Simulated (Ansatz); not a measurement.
A nudged elastic band was laid between two geometries of CH4AlFO + H4Si (13 atoms, charge 0, multiplicity 1).

Level of theory: RKS B3LYP-D4/cc-pVDZ (Ansatz 0.2.0).

```
movable images  : 7
climbing image  : yes
spring          : 5.0 eV/Å²
optimiser       : quadratic models (default)
start path      : through a guess of the saddle point
force threshold : 0.05 eV/Å
iteration limit : 52
end points      : relaxed
```

Image 0:

```xyz
13
Properties=species:S:1:pos:R:3
Al 1.108 0.297 0.466
F 1.917 -0.883 1.385
C 1.637 0.705 -1.356
O -0.034 1.305 1.302
H -0.513 -1.108 -0.171
Si -1.963 -0.983 0.240
H 2.550 1.326 -1.366
H 1.855 -0.211 -1.929
H 0.845 1.267 -1.877
H -0.182 1.200 2.250
H -2.046 -1.016 1.728
H -2.653 -2.174 -0.342
H -2.521 0.274 -0.329
```

Image 8:

```xyz
13
Properties=species:S:1:pos:R:3
Al 0.298 0.585 0.126
F 0.996 -1.141 1.184
C 1.517 0.628 -1.398
O 0.457 1.855 1.307
H 0.176 -1.640 1.202
Si -1.818 -0.726 0.110
H 2.535 0.912 -1.081
H 1.576 -0.336 -1.929
H 1.178 1.385 -2.127
H -0.200 2.016 1.993
H -1.393 -1.978 0.913
H -2.309 -1.320 -1.177
H -3.013 -0.241 0.876
```

Problem. Which bonds break or form, and what moves?

Solution. Bonds broken: H5–Si6. Bonds formed: Al1–Si6, F2–H5. CH4AlFO + H4Si becomes CH8AlFOSi.

Problem. Give the energies along the band, and the barrier.

Solution. It converged. The highest image is number 5 of 0 to 8, 1.86 eV above the first end and 0.32 eV above the last; the last end lies 1.54 eV above the first. Neighbouring images differ by up to 1.2 eV, so the band resolves the path poorly. A vibrational analysis at the climbing image gives one clearly imaginary mode, 531i cm⁻¹: a first-order saddle point. The orbitals stay closed-shell, which can raise the energy where a bond breaks towards radicals; this wasn't checked here.

```tsv
image	path coordinate (Å)	energy (eV)	H5–Si6 (Å)	Al1–Si6 (Å)	F2–H5 (Å)
0	0.00	0.00	1.51	3.33	2.89
1	0.67	0.00	1.51	3.34	2.86
2	1.34	0.02	1.51	3.36	2.72
3	2.02	0.09	1.50	3.27	2.35
4	2.69	0.62	1.57	2.92	1.76
5	3.36	1.86	2.05	2.63	1.08
6	4.52	1.64	2.95	2.48	0.94
7	5.68	1.59	2.64	2.47	0.95
8	6.84	1.54	2.45	2.49	0.96
```

Problem. What is the geometry of the highest image?

Solution. 
```xyz
13
Properties=species:S:1:pos:R:3
Al 0.532 0.426 0.316
F 1.242 -1.205 1.152
C 1.338 0.728 -1.426
O 0.452 1.691 1.493
H 0.204 -1.385 0.921
Si -1.682 -0.993 0.225
H 2.381 1.071 -1.312
H 1.342 -0.185 -2.045
H 0.790 1.510 -1.979
H 0.050 1.588 2.362
H -2.484 -1.277 1.460
H -1.823 -2.152 -0.715
H -2.341 0.182 -0.450
```

The band took 22 iterations and about 15 core-minutes.

The run took 7.8 min on 2 threads of Arm Neoverse V2, on a shared host, peak memory 0.3 GiB.
